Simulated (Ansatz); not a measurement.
Two isomers of C3H7BN2: A = `CBC(N)C#N`, B = `BN/C=N/C=C`.

Calculated with Ansatz (gas phase, PBE0-D4/def2-TZVP geometries, no zero-point term in ΔE). CCSD(T)/CBS is the MP2 limit (def2-TZVPP, def2-QZVPP) plus CCSD(T) − MP2 in def2-TZVPP, frozen cores. DFT in def2-TZVPP. B3LYP here is the variant with VWN-RPA as its local correlation; programs differ in this. One conformer a species, not always the lowest.

A:

```xyz
13

C     1.7689   -0.5980    0.4579
B     0.2355   -0.7531    0.3744
C    -0.7331    0.4291   -0.0252
N    -1.9879    0.0111   -0.6191
C    -0.0752    1.4361   -0.8489
N     0.4644    2.2301   -1.4822
H     2.1330    0.4307    0.4856
H     2.2303   -1.1912    1.2496
H     2.1403   -1.0277   -0.4876
H    -0.3044   -1.7906    0.6472
H    -0.8419    0.9049    0.9794
H    -2.6923    0.7351   -0.5748
H    -2.3376   -0.8164   -0.1564
```

B:

```xyz
13

B    -0.2174    0.8948    2.4723
N     0.7400    0.6755    1.4638
C     0.5293    0.3101    0.1429
N    -0.6130    0.2667   -0.3913
C    -0.7301   -0.2222   -1.6831
C    -0.2377   -1.3795   -2.1231
H     0.1962    1.2152    3.5465
H    -1.3727    0.7489    2.2346
H     1.7165    0.7767    1.6925
H     1.4438    0.0711   -0.4133
H    -1.3440    0.3953   -2.3343
H     0.3063   -2.0499   -1.4672
H    -0.4173   -1.7028   -3.1402
```

Q: Which is lower in electronic energy at CCSD(T)/CBS, and by how much? (An estimate is asked.)

A: Ansatz gave: B, by 32.4 kJ/mol.

Q: Give E(B) − E(A) in kJ/mol with CCSD/def2-TZVPP, r2SCAN-D4, B3LYP-D4, PBE-D4, ωB97M-V, PBE0-D4, B2PLYP. (Estimate.)

A: Ansatz gave: CCSD/def2-TZVPP -25.3, r2SCAN-D4 -49.6, B3LYP-D4 -53.7, PBE-D4 -55.6, ωB97M-V -34.1, PBE0-D4 -47.1, B2PLYP -40.4. None reverses the order clearly.

Largest T1 diagnostic: 0.015.

From PBE to PBE0 (25 % exact exchange), in def2-TZVPP and without D4, E(B) − E(A) moves by +8.4 kJ/mol.
